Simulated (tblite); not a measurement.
Species: C6H6N (charge -1).
SMILES with atom numbers: `[C-:1]#[C:2][C@@H:3]([C:4]#[N:5])[CH2:6][CH3:7]` (hydrogens: H8 on C3; H9, H10 on C6; H11, H12, H13 on C7)

The geometry is computed with GFN2-xTB (gas phase).

Task: List the bond lengths, angles and torsions at this level.

Result: 
```csv
bond,length (Å),order
C1≡C2,1.223,triple
C2–C3,1.510,single
C3–C4,1.427,single
C4≡N5,1.157,triple
C3–C6,1.539,single
C6–C7,1.527,single
C3–H8,1.107,single
C6–H9,1.095,single
C6–H10,1.095,single
"C7–H11, C7–H12, C7–H13",1.091,single
```

Bonds in one row agree within 0.01 Å and their mean is given. Orders are formal, as drawn. A selection of angles:
```csv
angle,degrees
C1–C2–C3,174.5
C2–C3–C4,106.0
C2–C3–C6,111.4
C2–C3–H8,109.9
C4–C3–C6,111.4
C4–C3–H8,108.9
C6–C3–H8,109.2
C3–C4–N5,175.0
C3–C6–C7,112.6
C3–C6–H9,108.3
C3–C6–H10,108.8
C7–C6–H9,110.0
C7–C6–H10,109.6
H9–C6–H10,107.5
C6–C7–H11,110.6
C6–C7–H13,110.1
H11–C7–H12,108.3
```

Torsions: C2–C3–C6–C7 177° (antiperiplanar).

Of the pairs four or more bonds apart, C4···H13 is among the closest relative to their van der Waals radii: 2.71 Å, 93 % of the sum of Bondi's values. The 5 C–C bonds span 1.223 Å (C1≡C2, drawn triple) to 1.539 Å (C3–C6, drawn single), a spread of 0.316 Å.

Point group: C1 (no symmetry element, even within 0.4 Å). Its GFN2-xTB frequencies are all real (lowest 83 cm⁻¹). 3 starts were optimised and ended at 0.00, 0.00 and 49.83 kcal/mol (GFN2-xTB); the lowest of these is shown.

On an Arm Neoverse V1 with one thread, no GPU (shared host), this took 0.34 s. These figures are those of the optimisation.

One conformer stands for the species.
